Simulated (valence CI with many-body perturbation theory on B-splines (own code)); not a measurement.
**Re IV: one-electron terms**

Method: valence CI with perturbative core correlation (CI+MBPT): four valence electrons over a frozen Dirac-Fock core [Xe] 4f14, radial functions for each j: 9 s, 9 p, 10 d, 8 f, 5 g, 3 h, 1 i, with the one-electron correlation potential Σ1 (screened to all orders), the two-electron term Σ2, the three-electron term Σ3, Breit, model QED; selected single and double excitations, second order for the rest, scaled by the run's own slope (own B-spline code, finite nucleus).

Against 62 measured levels this calculation errs by 914 cm⁻¹ on average and by 1875 at most. These come from a selection out of Brasseur, Gamrath and Quinet, At. Data Nucl. Data Tables 157, 101636 (2024). Levels without a partner in it may be off by more, other configurations by 1,000 to 8,000 cm⁻¹. Among the levels kept, up to 300 cm⁻¹ of a level comes from second order outside the variational space, and about a tenth of that is noise between levels of different J, which matters for small intervals. Only levels of the ground parity were solved; by the run's estimate the other parity begins above the list, which can be wrong where configurations are misplaced.

These are the spectroscopic orbitals of the CI (the correlating ones are not listed), shaped by the core and the other valence electrons. h is the expectation value of the core's Dirac-Fock operator, without the valence repulsion; Σ1 is computed up to l = 3 at one energy for each symmetry, that of its lowest orbital but kept below the first core excitation, so for empty shells it is not the orbital's own correlation shift; Breit and QED include the response of the core.

```
Orbital  h (hartree)  Σ1 (cm⁻¹)  Breit (cm⁻¹)  QED (cm⁻¹)  ⟨r⟩ (bohr)
  6s1/2      -2.4086      -8072           164         199       2.544
  7s1/2       -1.289      -1795          47.5        55.5       5.039
  8s1/2     -0.82018       -804          23.4        27.4       8.115
  6p1/2      -2.0424      -5685           212        -1.1       2.940
  7p1/2      -1.1328      -1487          68.8        -0.3       5.671
  8p1/2     -0.74029       -721          36.1        -0.2       8.911
  6p3/2      -1.9434      -4620          97.2        10.4       3.112
  7p3/2      -1.0918      -1272          32.8         3.5       5.896
  8p3/2     -0.71982       -633          19.9         1.9       9.153
  5d3/2      -2.9479     -12511           106       -93.0       1.640
  6d3/2      -1.3834      -1612          27.7       -10.8       4.339
  7d3/2     -0.85593       -695          13.9        -4.9       7.494
  5d5/2      -2.8986     -11612         -49.3       -67.1       1.680
  6d5/2      -1.3679      -1557           3.9        -7.4       4.396
  7d5/2     -0.84862       -677           3.0        -3.3       7.564
  5f5/2      -1.3236      -2267         -10.1        -3.2       4.153
  6f5/2     -0.84225      -1221          -7.0        -2.3       7.411
  5f7/2      -1.3233      -2192         -14.1        -2.8       4.153
  6f7/2     -0.84142      -1166          -9.8        -2.0       7.415
  5g7/2     -0.80411                     -0.1         0.0       6.826
  5g9/2      -0.8042                     -0.1         0.0       6.825
```

Among the shells of the start configuration 5d4, Σ1 is largest in size for 5d3/2, where it is 1.9 % of h.

Lowest root of each symmetry, sizes in configuration state functions:

| J | Parity | Roots | Reference | Variational | Second order | Change by selected CI (cm⁻¹) | Change by second order (cm⁻¹) |
| --- | --- | --- | --- | --- | --- | --- | --- |
| 0 | even | 7 | 21 | 28777 | 494404 | -6499 | -16 |
| 1 | even | 10 | 44 | 31758 | 1343096 | -5957 | -47 |
| 2 | even | 17 | 64 | 30783 | 1793730 | -5731 | -82 |
| 3 | even | 13 | 58 | 28961 | 2390769 | -5766 | -109 |
| 4 | even | 14 | 50 | 29438 | 2588986 | -6072 | -127 |
| 5 | even | 6 | 29 | 29354 | 2060452 | -7902 | -127 |
| 6 | even | 3 | 15 | 27236 | 1668301 | -8114 | -78 |
